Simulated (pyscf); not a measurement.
## HO–NbH(Cl)(Cl)–Cl, singlet

Gas-phase minimum from PySCF at ωB97X-D3(BJ)/def2-SVP, one conformer. 

SMILES: [OH][NbH]([Cl])([Cl])[Cl]
```xyz
7

O     -1.8117     0.5598    -1.2639
Nb    -0.8462    -1.0161    -1.1141
Cl    -0.9975    -1.2169     1.1463
Cl     1.0165    -2.3637    -1.3145
Cl    -2.1401    -2.2556    -2.5153
H     -1.7753     1.4828    -1.5370
H      0.3337     0.0301    -1.7753
```

Bond lengths (Å): O1–Nb2 1.854, O1–H6 0.963, Nb2–Cl3 2.274, Nb2–Cl4 2.308, Nb2–Cl5 2.275, Nb2–H7 1.710. Angles (°): Nb2–O1–H6 144.9, O1–Nb2–Cl3 96.9, O1–Nb2–Cl4 155.4, O1–Nb2–Cl5 96.7, O1–Nb2–H7 78.9, Cl3–Nb2–Cl4 95.1, Cl3–Nb2–Cl5 121.8, Cl3–Nb2–H7 119.0, Cl4–Nb2–Cl5 95.0, Cl4–Nb2–H7 76.5, Cl5–Nb2–H7 119.2.

Properties at ωB97X-D3(BJ)/def2-SVP:

* **Harmonic wavenumbers, unscaled**: 92, 115, 151, 190, 192, 393, 398, 411, 429, 552, 656, 776, 1001, 1983, 3937 cm⁻¹
* **Zero-point energy**: 16.1 kcal/mol
* **Rotational symmetry number**: 1
* **Entropy of this conformer at 298 K and 1 atm, rigid rotor and harmonic oscillator, modes under 100 cm⁻¹ raised to 100**: 377.0 J/(mol K)
* **Dipole moment**: 3.27 D

Single-point totals, which compare only within one level:

```csv
level,total energy (hartree)
ωB97X-D3(BJ)/def2-TZVP,-1514.35555
PBE/def2-TZVP,-1513.69229
r²SCAN/def2-TZVP,-1514.21845
B3LYP-D3(BJ)/def2-TZVP,-1514.38407
PBE0-D3(BJ)/def2-TZVP,-1513.76032
M06-2X/def2-TZVP,-1514.10570
ωB97M-D3(BJ)/def2-TZVP,-1514.41329
```

Soft torsions are taken as harmonic, which can shift the entropy by several J/(mol K). Elements past Kr carry the def2 core potentials, without spin-orbit coupling.
